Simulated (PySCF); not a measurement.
Molecule: SMILES C12=CC=CC=C1NN=C2, C7H6N2.

Cartesian coordinates in Å; atom numbers follow the order of the lines, from 1:
```xyz
15

C    -1.899    0.549    0.034
C    -1.779   -0.848    0.005
C    -0.553   -1.471   -0.022
C     0.572   -0.650   -0.021
N     1.901   -0.923   -0.043
N     2.641    0.195   -0.033
C     1.815    1.208   -0.004
C     0.466    0.763    0.006
C    -0.794    1.365    0.035
H    -2.887    0.984    0.057
H    -2.678   -1.448    0.005
H    -0.462   -2.546   -0.044
H     2.354   -1.822   -0.064
H     2.186    2.213    0.009
H    -0.888    2.440    0.058
```

Frames of a GFN2-xTB Langevin trajectory at 400 K; GIAO PBE0/pcSseg-1 shieldings in PySCF 2.14.0 with density-fitted response routines, gas phase, non-relativistic; equivalent atoms averaged within each frame.

Scale: $^{13}$C (186.93 ppm), $^{1}$H (31.72 ppm) against TMS; $^{15}$N (267.73 ppm) against NH3 (reference shieldings calculated alike). The references are static minima.

How do the shifts (ppm) fluctuate along the trajectory?

## Answers


```csv
time (fs),C7,C2,C4,C8,C9,C1,C3,N6,N5,H13
optimised geometry,137.7,131.0,144.4,129.1,126.2,125.6,112.8,354.5,198.3,9.57
250,138.5,135.8,134.6,124.5,124.3,123.8,115.8,360.6,198.7,10.33
425,143.8,148.4,138.4,114.9,136.5,129.8,126.3,367.0,216.3,11.27
625,133.3,136.2,154.0,130.4,118.7,133.4,119.9,349.0,206.8,9.05
800,133.3,131.8,152.4,134.7,123.9,121.6,111.8,332.9,196.3,8.67
1000,143.6,138.0,145.7,134.7,131.5,123.4,122.2,356.3,191.2,8.96
mean of frames,138.5,138.1,145.0,127.8,127.0,126.4,119.2,353.1,201.8,9.66
standard deviation,5.2,6.2,8.5,8.3,7.0,5.0,5.6,13.1,9.9,1.10
```

5 frames give an uncertainty of the mean of about the standard deviation over 2.2 at best, since frames this close in time may not be independent; classical motion lacks zero-point vibration, and the reference would need the same averaging.
